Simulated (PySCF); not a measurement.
Record of a relaxation.

C₈H₈O.
Numbering: `[OH:1][C:2]1=[CH:3]/[CH:4]=[CH:5]\[CH:6]=[CH:7]/[CH:8]=[CH:9]\1` (hydrogens: H10 on O1; H11 on C3; H12 on C4; H13 on C5; H14 on C6; H15 on C7; H16 on C8; H17 on C9)

Method: PBE/def2-SV(P) geometry optimisation, gas phase (PySCF); density fitting, grid level 1; the optimiser is geomeTRIC in internal coordinates, started from a GFN2-xTB structure. The frame can shift and turn from step to step; on so coarse a grid that alone can change the energy by a few meV, and forces under 0.02 eV/Å are noise.

Step 0: E = -10449.6470 eV, largest atomic force 1.232 eV/Å
```
atom  x, y, z in Å  |  force x, y, z in eV/Å
O1      2.326    1.450    0.571   -0.501   0.800  -0.428
C2      1.353    0.641    0.052    0.270   1.195   0.136
C3      1.392   -0.688    0.150   -0.442  -1.113  -0.131
C4      0.432   -1.619   -0.440    1.145   0.354   0.107
C5     -0.883   -1.625   -0.249   -1.074   0.314   0.313
C6     -1.635   -0.707    0.609    0.313  -1.074  -0.217
C7     -1.659    0.617    0.512    0.246   1.013  -0.280
C8     -0.951    1.414   -0.493   -0.905  -0.344   0.412
C9      0.358    1.419   -0.707    1.129  -0.241   0.168
H10     2.979    0.917    1.042    0.517  -0.554   0.361
H11     2.238   -1.154    0.650    0.709  -0.249   0.329
H12     0.881   -2.413   -1.028    0.219  -0.690  -0.448
H13    -1.478   -2.414   -0.694   -0.355  -0.680  -0.366
H14    -2.267   -1.196    1.343   -0.570  -0.259   0.574
H15    -2.305    1.190    1.167   -0.580   0.341   0.537
H16    -1.583    2.083   -1.066   -0.379   0.604  -0.481
H17     0.793    2.097   -1.430    0.258   0.584  -0.588
```

Step 1: E = -10449.8678 eV, largest atomic force 0.169 eV/Å
```
atom  x, y, z in Å  |  force x, y, z in eV/Å
O1      2.286    1.324    0.479    0.064   0.007   0.089
C2      1.262    0.523    0.058    0.006   0.023  -0.059
C3      1.291   -0.835    0.164    0.104  -0.044   0.126
C4      0.305   -1.789   -0.346    0.052  -0.093  -0.082
C5     -1.039   -1.794   -0.154   -0.072  -0.085  -0.076
C6     -1.824   -0.852    0.653   -0.075  -0.046   0.096
C7     -1.838    0.500    0.560   -0.062   0.048   0.107
C8     -1.097    1.322   -0.409   -0.048   0.082  -0.076
C9      0.235    1.330   -0.636    0.017   0.069  -0.101
H10     2.965    0.761    0.917   -0.022   0.012  -0.041
H11     2.207   -1.281    0.610   -0.022   0.020  -0.068
H12     0.730   -2.648   -0.907   -0.020   0.025   0.056
H13    -1.608   -2.647   -0.578    0.039   0.020   0.043
H14    -2.524   -1.318    1.380    0.007   0.028  -0.057
H15    -2.544    1.054    1.212    0.016  -0.027  -0.042
H16    -1.709    2.055   -0.975    0.040  -0.017   0.041
H17     0.648    2.062   -1.358   -0.024  -0.021   0.042
```

Step 2: E = -10449.8724 eV, largest atomic force 0.059 eV/Å
```
atom  x, y, z in Å  |  force x, y, z in eV/Å
O1      2.298    1.320    0.475   -0.011   0.054  -0.004
C2      1.266    0.528    0.050    0.013  -0.041   0.012
C3      1.298   -0.831    0.159   -0.044  -0.032   0.021
C4      0.310   -1.795   -0.334    0.033   0.014  -0.026
C5     -1.037   -1.803   -0.146   -0.029   0.021  -0.023
C6     -1.836   -0.855    0.646    0.012  -0.014   0.008
C7     -1.850    0.498    0.555    0.027   0.008   0.026
C8     -1.099    1.331   -0.402   -0.010   0.003  -0.014
C9      0.233    1.342   -0.632    0.022  -0.005   0.005
H10     2.980    0.746    0.893   -0.009   0.003  -0.016
H11     2.223   -1.272    0.589    0.003   0.001  -0.030
H12     0.736   -2.662   -0.879   -0.001  -0.007   0.028
H13    -1.597   -2.666   -0.558    0.011  -0.008   0.028
H14    -2.548   -1.318    1.358   -0.011   0.001  -0.022
H15    -2.567    1.047    1.198   -0.008  -0.005  -0.020
H16    -1.706    2.073   -0.959    0.004   0.005   0.013
H17     0.642    2.083   -1.344   -0.002   0.003   0.013
```

Step 3: E = -10449.8736 eV, largest atomic force 0.135 eV/Å
```
atom  x, y, z in Å  |  force x, y, z in eV/Å
O1      2.301    1.333    0.464   -0.019  -0.093  -0.026
C2      1.274    0.529    0.050   -0.134   0.002  -0.019
C3      1.303   -0.831    0.155    0.037   0.041   0.007
C4      0.313   -1.802   -0.325   -0.008   0.089   0.014
C5     -1.036   -1.811   -0.141    0.004   0.068   0.023
C6     -1.846   -0.859    0.635    0.045   0.001  -0.044
C7     -1.860    0.495    0.550    0.055  -0.010  -0.039
C8     -1.099    1.337   -0.392    0.029  -0.053   0.043
C9      0.234    1.347   -0.618   -0.038  -0.009   0.005
H10     2.999    0.763    0.859    0.034  -0.006   0.025
H11     2.235   -1.272    0.564    0.029  -0.014   0.011
H12     0.741   -2.681   -0.847    0.015  -0.017  -0.002
H13    -1.586   -2.686   -0.535   -0.010  -0.025   0.006
H14    -2.576   -1.322    1.328   -0.018  -0.018   0.009
H15    -2.592    1.038    1.180   -0.021   0.008   0.008
H16    -1.700    2.092   -0.938   -0.018   0.016  -0.006
H17     0.642    2.099   -1.319    0.016   0.020  -0.015
```

Step 4: E = -10449.8748 eV, largest atomic force 0.071 eV/Å
```
atom  x, y, z in Å  |  force x, y, z in eV/Å
O1      2.303    1.327    0.459   -0.012   0.017  -0.021
C2      1.268    0.531    0.049    0.021  -0.013   0.020
C3      1.307   -0.828    0.158   -0.051   0.010  -0.049
C4      0.318   -1.799   -0.321    0.006   0.017   0.031
C5     -1.030   -1.810   -0.140   -0.004   0.026   0.019
C6     -1.847   -0.860    0.630    0.022  -0.007  -0.031
C7     -1.864    0.494    0.548    0.019   0.004  -0.025
C8     -1.104    1.340   -0.389    0.017  -0.029   0.031
C9      0.229    1.351   -0.617   -0.010  -0.004   0.013
H10     3.001    0.753    0.847    0.007  -0.001   0.015
H11     2.244   -1.266    0.560    0.006   0.001   0.008
H12     0.750   -2.682   -0.833    0.006  -0.014  -0.009
H13    -1.576   -2.693   -0.525   -0.009  -0.012  -0.008
H14    -2.582   -1.327    1.315   -0.008  -0.011   0.012
H15    -2.603    1.033    1.172   -0.012   0.004   0.009
H16    -1.705    2.098   -0.929   -0.011   0.007  -0.008
H17     0.637    2.107   -1.313    0.013   0.005  -0.009
```

Step 5: E = -10449.8750 eV, largest atomic force 0.028 eV/Å
```
atom  x, y, z in Å  |  force x, y, z in eV/Å
O1      2.302    1.330    0.459   -0.001   0.007  -0.009
C2      1.267    0.534    0.048    0.019  -0.001   0.002
C3      1.304   -0.825    0.155    0.001  -0.013  -0.007
C4      0.318   -1.799   -0.321    0.004   0.002  -0.002
C5     -1.030   -1.813   -0.141    0.001   0.008   0.004
C6     -1.846   -0.863    0.629   -0.006  -0.005  -0.008
C7     -1.862    0.491    0.547    0.011   0.003   0.006
C8     -1.102    1.339   -0.388   -0.010   0.013  -0.018
C9      0.230    1.354   -0.618   -0.010  -0.014   0.021
H10     2.997    0.757    0.855   -0.004   0.000   0.004
H11     2.241   -1.262    0.561    0.003   0.000   0.004
H12     0.752   -2.682   -0.833    0.003   0.000  -0.001
H13    -1.575   -2.696   -0.527    0.003  -0.001   0.002
H14    -2.580   -1.330    1.316   -0.003   0.000  -0.002
H15    -2.601    1.029    1.173    0.000   0.001   0.001
H16    -1.706    2.095   -0.928   -0.006   0.002  -0.003
H17     0.638    2.111   -1.316   -0.003  -0.003   0.004
```

**Question.** Summarise the path.

**Answer.** The energy falls by 0.2280 eV from step 0 to step 5; nine tenths of that is first reached at step 1. It falls at every step. The largest force goes from 1.232 to 0.028 eV/Å. Among the bonds C4=C5 changes most (a near tie, within 0.001 Å, with another), from 1.329 to 1.360 Å; the atoms move by 0.149 Å rms after alignment.

**Question.** Follow the three bonds and two angles with the largest change from start to end.

**Answer.** 
```tsv
step	E above end (eV)	largest force (eV/Å)	C4=C5 (Å)	C2=C3 (Å)	C6=C7 (Å)	C5–C4–H12 (°)	C9–C8–H16 (°)
0	0.2280	1.232	1.329	1.333	1.328	119.0	119.2
1	0.0072	0.169	1.358	1.362	1.355	116.6	116.9
2	0.0026	0.059	1.360	1.364	1.356	116.4	116.7
3	0.0013	0.135	1.361	1.365	1.357	116.2	116.5
4	0.0002	0.071	1.361	1.364	1.357	116.2	116.6
5	0.0000	0.028	1.360	1.364	1.357	116.2	116.5
```

What follows is the cost of the whole optimisation. On one thread, Arm Neoverse V1 (aarch64), shared host with 32 logical CPUs at a one-minute load of 10, this took 75 s wall and 0.59 GiB of memory at its peak.
